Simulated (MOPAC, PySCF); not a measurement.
C2H14Ge4, SMILES `[GeH2]([GeH2][GeH2][CH3])[GeH2][CH3]`, neutral singlet in the gas phase. 

Z-matrix (Å, degrees):
```
Ge
H 1 1.5449
H 1 1.5450 2 106.99
Ge 1 2.4256 2 109.95 3 -119.04
H 4 1.5441 1 108.84 2 -64.71
H 4 1.5441 5 107.74 1 117.65
C 4 1.9584 5 109.86 6 119.68
H 7 1.0993 4 110.22 5 60.71
H 7 1.0993 8 108.59 4 -120.87
H 7 1.0998 8 108.72 9 -118.12
Ge 1 2.4256 2 108.74 3 117.52
H 11 1.5448 1 109.08 2 174.97
H 11 1.5448 12 107.06 1 117.64
Ge 11 2.4257 12 109.84 13 119.47
H 14 1.5442 11 108.74 12 176.38
H 14 1.5442 15 107.73 11 117.48
C 14 1.9582 15 109.85 16 119.69
H 17 1.0993 14 110.30 15 -179.41
H 17 1.0993 18 108.60 14 120.89
H 17 1.0998 18 108.71 19 118.12
```
Charge 0, spin multiplicity 1.

All levels are single points at this geometry (PBE0-D3(BJ)/def2-SVP); Pople sets use spherical d functions. Orbital energies aren't observables, and empty levels follow the basis.

PM3 in MOPAC gives dipole (D) = 0.02.

Task: Estimate the dipole (D) from each of these levels: TPSSh-D3(BJ)/def2-TZVP in PySCF; B3LYP/3-21G in PySCF; B3LYP/6-311+G** (LANL2DZ on Ge) in PySCF; B3LYP/6-31G* in PySCF; B3LYP/LANL2DZ in PySCF; BP86/6-31G* in PySCF; M06-2X/6-31G* in PySCF; PBE/6-31G* in PySCF; HF/6-31G* in PySCF; HF/STO-3G in PySCF; AM1 in MOPAC; PM6 in MOPAC.

Result: 
| level | dipole (D) |
|---|---|
| TPSSh-D3(BJ)/def2-TZVP in PySCF | 0.04 |
| B3LYP/3-21G in PySCF | 0.04 |
| B3LYP/6-311+G** (LANL2DZ on Ge) in PySCF | 0.03 |
| B3LYP/6-31G* in PySCF | 0.05 |
| B3LYP/LANL2DZ in PySCF | 0.04 |
| BP86/6-31G* in PySCF | 0.05 |
| M06-2X/6-31G* in PySCF | 0.04 |
| PBE/6-31G* in PySCF | 0.05 |
| HF/6-31G* in PySCF | 0.04 |
| HF/STO-3G in PySCF | 0.01 |
| AM1 in MOPAC | 0.03 |
| PM6 in MOPAC | 0.03 |
